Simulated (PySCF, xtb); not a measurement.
C3H4BrCl, SMILES ClC1(CC1)Br.

Harmonic wavenumbers (cm⁻¹) from GFN2-xTB run with xtb at its own minimum, in rising order: 201, 241, 266, 363, 415, 625, 786, 921, 973, 979, 1074, 1077, 1080, 1129, 1313, 1415, 1456, 3087, 3088, 3096, 3110.

Problem. What does PBE0-D3(BJ)/def2-SVP run with PySCF 2.14.0 give at its own minimum? (The exact figures need the calculation; the answer reports its results.)

Solution. 225, 265, 287, 391, 452, 699, 765, 906, 940, 1002, 1058, 1079, 1138, 1166, 1293, 1416, 1475, 3160, 3162, 3261, 3268. Paired by order, the mean absolute difference is 44 cm⁻¹ and the zero-point energies are 38.2 and 39.2 kcal/mol.
